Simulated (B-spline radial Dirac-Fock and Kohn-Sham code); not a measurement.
## Binding energies of Tc at several levels of theory

System: the Tc atom, configuration [Kr] 4d5 5s1 5p1 (an excited configuration).

The density-functional columns are spherical, spin-unpolarised Dirac-Kohn-Sham results without Breit or QED terms: −ε is minus the orbital energy of the initial state and ΔSCF the difference of two total energies. The reference in the last column comes from Dirac-Fock energy differences between relaxed states, corrected for Breit and QED terms. All numbers are from a B-spline atomic structure program, in eV; a selection of levels is shown. For the 1s level of heavy atoms much of the gap between ΔSCF and the reference is the Breit and QED part, -58.7 eV here; for other levels the error of the functional can be larger.

| level | LDA −ε | LDA ΔSCF | Dirac-Fock |
| --- | --- | --- | --- |
| K (1s) | 20830.7 | 21109.1 | 21057.4 |
| L1 (2s) | 2973.3 | 3020.0 | 3062.4 |
| L2 (2p1/2) | 2743.8 | 2801.9 | 2808.4 |
| L3 (2p3/2) | 2625.8 | 2681.2 | 2691.9 |
| M1 (3s) | 518.6 | 534.0 | 561.3 |
| M2 (3p1/2) | 430.3 | 446.0 | 463.2 |
| M3 (3p3/2) | 410.5 | 425.8 | 443.2 |
| M4 (3d3/2) | 253.7 | 270.1 | 270.2 |
| M5 (3d5/2) | 249.9 | 266.1 | 266.6 |
| N2 (4p1/2) | 48.89 | 55.03 | 56.35 |
| N3 (4p3/2) | 45.90 | 51.93 | 53.43 |
| N4,5 (4d) | 8.18 | 13.04 | 11.45 |
| O1 (5s) | 6.19 | 9.26 | 7.96 |
| O2,3 (5p) | 2.24 | 4.59 | 3.86 |

Values without a named source are computed, but for edge energies of neutral atoms, which are taken from tables.
